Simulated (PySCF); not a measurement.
Cl2Ge, singlet, at a GFN2-xTB geometry. Base run: PySCF with SVWN5/3-21G.

Geometry (Å):
```xyz
3

Ge    -0.0006    -0.0098     0.7185
Cl     1.0300     1.3007    -0.6576
Cl    -1.0289    -1.2822    -0.6947
```
All else is at PySCF's defaults.

The base run was repeated with changes; each row names its change, and settings that it needs were set with it.

```csv
change,E (Eh),HOMO (eV),HOMO-LUMO gap (eV),dipole (D),core-seconds (rough)
base,-2976.88675,-7.22,3.09,2.36,1
"functional = pw91,pw91",-2983.09585,-7.13,3.13,2.43,2
functional = camb3lyp,-2983.12329,-9.45,7.13,2.94,3
functional = blyp,-2983.02186,-6.88,3.12,2.43,2
functional = tpss,-2982.96440,-7.21,3.24,2.46,3
functional = lc_wpbe,-2982.41981,-10.79,9.40,3.12,4
functional = pbe0,-2982.43011,-8.24,4.88,2.77,2
functional = m06,-2982.90697,-8.25,4.97,2.91,2
functional = tpssh,-2982.95596,-7.66,3.94,2.60,3
functional = wb97x,-2983.01491,-10.46,9.02,3.09,3
functional = b97m_v,-2982.25889,-7.44,3.48,2.61,70
functional = b3lyp,-2983.06193,-7.99,4.52,2.72,2
functional = mn12l,-2981.95361,-7.50,3.45,2.82,3
```

Totals shift with the method and basis; they matter in differences.
